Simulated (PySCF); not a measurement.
# The second ionisation energy along group 14

All values are computed (PySCF 2.14, energy differences of UHF-based or UKS calculations, no spin-orbit coupling). Values in eV. The last column holds reference values (NIST; (s) semi-empirical, (t) theoretical, else measured). Unmarked ones compare directly (S terms, centres of terms, or small fine structure); those marked * lie between the lowest fine-structure levels and include a spin-orbit shift.

```json
{"element": "C (jorge-DZP-DKH, spin-free X2C)", "configurations": "[He] 2s2 2p1 → [He] 2s2", "UHF": "24.157", "MP2 (valence)": "24.217", "SCS-MP2 (valence)": "24.172", "CCSD (valence)": "24.036", "CCSD(T) (valence)": "24.053", "reference": "24.378"}
{"element": "Si (jorge-DZP-DKH, spin-free X2C)", "configurations": "[Ne] 3s2 3p1 → [Ne] 3s2", "UHF": "15.789", "MP2 (valence)": "15.969", "SCS-MP2 (valence)": "15.951", "CCSD (valence)": "16.069", "CCSD(T) (valence)": "16.087", "reference": "16.322"}
{"element": "Ge (jorge-DZP-DKH, spin-free X2C)", "configurations": "[Ar] 3d10 4s2 4p1 → [Ar] 3d10 4s2", "UHF": "15.059", "MP2 (valence)": "15.028", "SCS-MP2 (valence)": "14.996", "CCSD (valence)": "14.973", "CCSD(T) (valence)": "14.977", "reference": "15.789"}
```

```json
{"method": "UHF", "elements": "3", "mean error (eV)": "-0.495", "mean absolute error (eV)": "0.495", "largest error (eV)": "-0.729"}
{"method": "MP2 (valence)", "elements": "3", "mean error (eV)": "-0.425", "mean absolute error (eV)": "0.425", "largest error (eV)": "-0.761"}
{"method": "SCS-MP2 (valence)", "elements": "3", "mean error (eV)": "-0.456", "mean absolute error (eV)": "0.456", "largest error (eV)": "-0.792"}
{"method": "CCSD (valence)", "elements": "3", "mean error (eV)": "-0.471", "mean absolute error (eV)": "0.471", "largest error (eV)": "-0.816"}
{"method": "CCSD(T) (valence)", "elements": "3", "mean error (eV)": "-0.457", "mean absolute error (eV)": "0.457", "largest error (eV)": "-0.812"}
```

Errors include the incompleteness of the basis and the frozen core.

"Valence" correlates the outer s and p shells and, in groups 3 to 12 and the f block, the outer d or f shell, open or full, or the next shell where the ion has no valence electron left; the wider scheme adds the next inner shell.
